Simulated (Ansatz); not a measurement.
SiMeCl3 (CH₃Cl₃Si). Total charge 0; singlet. Geometry PBE0-D4/def2-SVP, basis def2-TZVP, Ansatz.

```xyz
8

Si    0.1184    0.7591   -0.1984
C    -0.1571   -1.0078    0.2634
H     0.7212   -1.3986    0.7985
H    -0.3219   -1.6122   -0.6411
H    -1.0393   -1.0936    0.9153
Cl   -1.5077    1.5055   -1.2050
Cl    1.7655    0.9417   -1.4100
Cl    0.4208    1.9059    1.4772
```

```json
{"run": "A", "HOMO (eV)": "-8.64", "LUMO (eV)": "-0.19"}
{"run": "B", "HOMO (eV)": "-10.43", "LUMO (eV)": "1.18"}
{"run": "C", "HOMO (eV)": "-8.76", "LUMO (eV)": "-0.29"}
{"run": "D", "HOMO (eV)": "-10.52", "LUMO (eV)": "1.20"}
{"run": "E", "HOMO (eV)": "-9.41", "LUMO (eV)": "0.33"}
{"run": "F", "HOMO (eV)": "-7.56", "LUMO (eV)": "-0.82"}
```

HSE06 is defined as in plane-wave codes, on full-range PBE exchange.

Q: The runs used BHLYP, BLYP, CAM-B3LYP, HSE06, r2SCAN0, r2SCANh. Estimate which is which.

A: A r2SCANh (10 % exact exchange); B BHLYP (50 % exact exchange); C HSE06 (range-separated); D CAM-B3LYP (range-separated); E r2SCAN0 (25 % exact exchange); F BLYP (0 % exact exchange). Exact exchange lowers occupied and raises empty levels; among semilocal functionals meta-GGAs tend to open the gap a little, and such runs are hard to tell apart. The gap grows from 6.74 eV (BLYP) to 11.73 eV (CAM-B3LYP).
